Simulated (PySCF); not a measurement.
**V (vanadium, neutral): LDA calculation**

Configuration: [Ar] 3d3 4s2, high-spin 4F determinant. Computed with PySCF 2.14 in cc-pVDZ (6s5p3d1f, 43 functions), with no relativity, point nucleus.

```json
{
 "Total energy": "-941.727 hartree",
 "One-electron energy": "-1294.038 hartree",
 "Hartree (Coulomb) energy": "395.313 hartree",
 "Exchange-correlation energy": "-43.003 hartree",
 "Kinetic energy": "942.26827 hartree",
 "⟨S²⟩": "3.7552",
 "⟨L²⟩": "12.001",
 "Sum of ⟨r⟩": "21.43 bohr",
 "Sum of ⟨r²⟩": "44.79 bohr²",
 "Density at the nucleus (Gaussians lack the cusp)": "8120 bohr⁻³",
 "Spin density at the nucleus": "0.663 bohr⁻³",
 "Langevin diamagnetic susceptibility": "-35.5 ×10⁻⁶ cm³/mol",
 "Time after the integrals": "0.56 s of wall time on 1 thread of Neoverse-N1 (shared host)"
}
```

```csv
shell,electrons,mean orbital energy (eV),"rms radius, mean of both spins (bohr)"
1s α,1,-5311.8,0.0777
1s β,1,-5311.8,0.0777
2s α,1,-594.11,0.338
2s β,1,-593.08,0.338
2p α,3,-502.06,0.305
2p β,3,-501.26,0.305
3s α,1,-69.735,1.03
3s β,1,-67.054,1.03
3p α,3,-44.747,1.12
3p β,3,-42.122,1.12
3d α,3,-6.497,1.61
4s α,1,-5.024,3.65
4s β,1,-4.382,3.65
```
